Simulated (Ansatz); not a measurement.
AlGe25H34⁻, a doped nanocrystal cut from the lattice of germanium (Al on a surface site), relaxed as a singlet with RKS r2SCAN-D4/def2-SVP in Ansatz, starting from the GFN2-xTB geometry. Force threshold 0.03 eV/Å.

Single mean-field runs in def2-SVP are fitted with def2-universal-jkfit.

Start:

Cartesian coordinates in Å:
```
Ge 1.029 -4.787 0.770
Ge 2.881 -2.298 -2.419
Ge -0.093 -2.887 3.786
Ge 0.241 1.491 4.017
Al 3.930 1.710 -2.189
Ge 2.249 3.333 1.121
Ge 1.831 -0.678 0.832
Ge -0.858 -2.161 -1.733
Ge -2.310 -0.171 1.551
Ge -0.275 1.765 -1.595
Ge 0.766 0.087 -4.700
Ge -1.728 3.836 1.642
Ge -4.491 1.780 -1.303
Ge 1.625 -2.837 2.076
Ge 3.576 -0.456 -0.971
Ge -0.791 -4.364 -0.734
Ge 0.760 -2.028 -3.542
Ge 2.028 1.244 2.390
Ge -2.241 -2.119 3.025
Ge -1.896 1.814 2.945
Ge 4.082 3.476 -0.491
Ge 1.635 1.818 -3.225
Ge 0.070 3.590 0.036
Ge -0.458 -0.299 -0.153
Ge -4.420 0.044 0.350
Ge -2.490 2.062 -2.603
H 0.648 -5.922 1.725
H 2.215 -5.419 0.057
H 3.945 -2.636 -3.466
H 2.844 -3.647 -1.689
H -0.286 -4.319 4.295
H 0.263 -2.187 5.091
H 0.539 2.649 4.969
H 0.172 0.338 5.017
H 5.066 1.638 -3.262
H 2.262 4.432 2.216
H -2.298 -2.022 -2.293
H 1.560 -0.115 -5.996
H -0.616 0.341 -5.295
H -1.534 5.026 2.581
H -3.081 4.192 1.025
H -4.861 3.078 -0.597
H -5.720 1.593 -2.192
H 2.935 -3.184 2.827
H 4.720 -1.192 -0.216
H -0.853 -5.457 -1.798
H -2.080 -4.658 0.029
H 0.527 -3.226 -4.487
H 3.311 1.063 3.235
H -3.201 -1.907 4.196
H -2.939 -3.285 2.329
H -3.006 1.924 4.018
H 5.272 3.606 0.476
H 3.987 4.974 -0.822
H 1.126 3.079 -3.991
H 0.081 4.922 -0.751
H -4.767 -1.286 -0.311
H -5.596 0.176 1.320
H -2.663 1.081 -3.762
H -2.622 3.386 -3.361
```

Task: Estimate the energy that the relaxation releases and the steps that it takes.

Result: 18.3 kcal/mol, in 7 steps; 47 s on 11 threads of AMD EPYC 7R13 on a shared host and a whole NVIDIA H100 80GB HBM3. No frequencies were taken in this run, so the end may be a saddle point.

Task: Does the start keep its bonding and symmetry?

Result: By distances, no bond broke or formed. The bond that changes most is Ge7–Ge24, from 2.52 to 2.44 Å (atoms count from 1).

Task: Predict the relaxed structure.

Result: 
```xyz
60

Ge    1.001   -4.692    0.733
Ge    3.010   -2.428   -2.436
Ge   -0.129   -2.811    3.816
Ge    0.302    1.511    4.048
Al    3.721    1.533   -2.101
Ge    2.158    3.343    1.166
Ge    1.719   -0.653    0.836
Ge   -0.881   -2.104   -1.798
Ge   -2.207   -0.165    1.475
Ge   -0.388    1.803   -1.498
Ge    0.834    0.036   -4.694
Ge   -1.762    3.843    1.699
Ge   -4.528    1.794   -1.225
Ge    1.586   -2.751    2.088
Ge    3.508   -0.635   -0.850
Ge   -0.893   -4.295   -0.740
Ge    0.852   -2.089   -3.512
Ge    2.053    1.221    2.377
Ge   -2.289   -2.112    2.942
Ge   -1.851    1.754    2.936
Ge    3.990    3.383   -0.446
Ge    1.444    1.810   -3.135
Ge    0.008    3.650    0.046
Ge   -0.451   -0.289   -0.223
Ge   -4.372   -0.032    0.370
Ge   -2.544    2.039   -2.612
H     0.612   -5.836    1.702
H     2.199   -5.201   -0.089
H     4.081   -2.405   -3.558
H     3.049   -3.861   -1.850
H    -0.269   -4.267    4.323
H     0.237   -1.952    5.041
H     0.589    2.818    4.828
H     0.237    0.382    5.097
H     4.871    1.451   -3.226
H     2.234    4.440    2.266
H    -2.275   -1.897   -2.446
H     1.860   -0.072   -5.850
H    -0.551    0.216   -5.362
H    -1.459    4.985    2.698
H    -3.134    4.159    1.063
H    -4.798    3.095   -0.444
H    -5.769    1.559   -2.120
H     2.946   -3.052    2.768
H     4.736   -1.163   -0.052
H    -0.888   -5.383   -1.840
H    -2.189   -4.506    0.073
H     0.553   -3.271   -4.472
H     3.391    1.006    3.134
H    -3.242   -1.793    4.118
H    -2.914   -3.306    2.188
H    -2.991    1.783    3.986
H     5.255    3.362    0.456
H     3.948    4.835   -0.999
H     1.159    3.125   -3.920
H     0.047    4.962   -0.780
H    -4.621   -1.362   -0.374
H    -5.502    0.104    1.419
H    -2.658    0.969   -3.719
H    -2.633    3.412   -3.320
```
Bond lengths: 32 × Ge–Ge 2.43 to 2.46 Å; 3 × Al–Ge 2.50 to 2.52 Å; 33 × Ge–H 1.54 to 1.56 Å; 1 × Al–H 1.61 Å.
